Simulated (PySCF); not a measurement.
RbI, SMILES [Rb][I].

The structure is a stationary point at PBE0-D3(BJ)/def2-TZVPD. The def2 effective core potentials stand for the cores of I, Rb; spin–orbit coupling is left out.

The numbers are results of HF/def2-TZVPD in PySCF, not measurements.

```json
{
  "total_energy": "-320.55711 hartree",
  "point_group": "C∞v",
  "highest_occupied_level": "-7.65 eV",
  "lowest_empty_level": "-0.43 eV",
  "orbital_gap": "7.21 eV",
  "dipole_moment": "12.40 D",
  "quadrupole, principal values (traceless, Buckingham form, about the centre of nuclear charge)": "-5.85, -5.85, 11.70 D·Å",
  "mean_static_polarisability": "62.4 bohr³ (9.24 Å³)",
  "polarisability_principal_values": "58.2, 58.2, 70.7 bohr³"
}
```
